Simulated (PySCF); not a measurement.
How methods differ on the interval between two levels of Fe⁺

Fe⁺ [Ar] 3d6 4s1 [6D9/2, M_J = 9/2] → Fe⁺ [Ar] 3d7 [4F9/2, M_J = 9/2], as a difference of total energies. Calculation: PySCF 2.14, in x2c-TZVPall-2c (6s7p4d1f, 54 functions); the two-component X2C-1e Hamiltonian. Correlated levels: [Ne] frozen; the 6 highest virtual spinors dropped. "Screened" scales the spin-orbit matrix elements by Boettger's factors to mimic the two-electron term; Breit and QED terms are absent.

| method | interval between two levels (cm⁻¹) | error (cm⁻¹) |
| --- | --- | --- |
| GHF (spin-free) | 15942 | +14069 |
| GMP2 (spin-free) | 1517.2 | -355 |
| GHF (screened spin-orbit) | 15823 | +13951 |
| GMP2 (screened spin-orbit) | 1357.0 | -516 |

Reference: 1872.6 cm⁻¹ (measured; NIST Handbook of Basic Atomic Spectroscopic Data (Sansonetti and Martin, J. Phys. Chem. Ref. Data 34, 1559 (2005))).

Errors of the correlated levels include the incompleteness of this basis and the frozen core.

The labels give the starting determinants; with spin-orbit coupling the two ends relaxed to ⟨J²⟩ = 24.76, ⟨L²⟩ = 6.01, ⟨S²⟩ = 8.75 and ⟨J²⟩ = 24.76, ⟨L²⟩ = 11.99, ⟨S²⟩ = 3.77.
